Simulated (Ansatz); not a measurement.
The input (input.yaml):

```yaml
crystal:
  periodic: [false, false, false]
  atoms:
    - { symbol: Ti, position_ang: [0.107115, -0.49423, -0.438667] }
    - { symbol: O, position_ang: [0.312857, -0.070326, 2.637777] }
    - { symbol: Si, position_ang: [-1.175795, -0.188776, 3.433997] }
    - { symbol: H, position_ang: [-2.119872, -1.128984, 2.724859] }
    - { symbol: H, position_ang: [-1.001082, -0.698306, 4.843635] }
    - { symbol: H, position_ang: [-1.735863, 1.202233, 3.45785] }
    - { symbol: F, position_ang: [1.367788, 0.716165, -0.428363] }
    - { symbol: F, position_ang: [-1.447092, 0.156536, 0.05837] }
    - { symbol: F, position_ang: [-0.087687, -1.017702, -2.092377] }
    - { symbol: O, position_ang: [0.597557, -2.019856, 0.534245] }
    - { symbol: H, position_ang: [0.53245, -2.927996, 0.183974] }
    - { symbol: H, position_ang: [0.722024, -0.957657, 2.466998] }
basis:
  gaussian: { orbitals: def2-SVP }
hamiltonian:
  xc: pbe
relax:
  f_tol: 0.03
  max_steps: 50
output:
  orbitals: {}
```

Launched with:

```bash
$ ansatz run input.yaml --threads 4 --pin off --max-ram 5120MiB --backend cpu --events-out ev --progress --plain --runs-dir out
```

Hardware: 4 threads of Arm Neoverse V2, on a shared host.

Task: Roughly how long does this run take, and how much memory?

Result: 24 s, with a peak of 0.23 GiB, for 12 ionic steps.
